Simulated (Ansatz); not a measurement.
CH5AlClNO, relaxed with RKS PBE-D4/def2-SVP in the Gaussian-basis code of Ansatz from a rough embedded geometry. The force threshold is 0.03 eV/Å; the program also tests the step.

Total charge 0; spin multiplicity 1. The bonds changed during the relaxation, so this is another structure than the one it started from.

Start:

```xyz
10

N     1.980    0.818   -0.849
Al    0.106    0.568   -0.872
C    -0.767   -0.441    0.597
O    -2.121   -0.436    0.486
Cl   -0.130   -2.094    0.672
H     2.284    1.240    0.000
H     2.424   -0.175   -0.839
H    -0.760    1.178   -2.006
H    -0.484    0.130    1.569
H    -2.531   -0.786    1.243
```

How much energy does the relaxation release, and in how many steps? (Estimate.)

The calculation gave: 1.21 eV, in 17 steps.

Which bonds change most? (Best estimate.)

The calculation gave: Al2–Cl5 from 3.086 to 2.323 Å; N1–Al2 from 1.891 to 1.796 Å; N1–H7 from 1.088 to 1.022 Å; O4–H10 from 0.929 to 0.983 Å.

Give the relaxed structure. (An estimate is asked.)

Ansatz gave: 
```xyz
10

N     1.897    0.778   -0.482
Al    0.215    0.246   -0.817
C    -0.924   -0.203    0.795
O    -2.237   -0.096    0.791
Cl   -0.198   -2.022   -0.524
H     2.447    1.298   -1.169
H     2.518    0.413    0.244
H    -0.552    0.866   -2.069
H    -0.508   -0.673    1.716
H    -2.658   -0.608    1.516
```
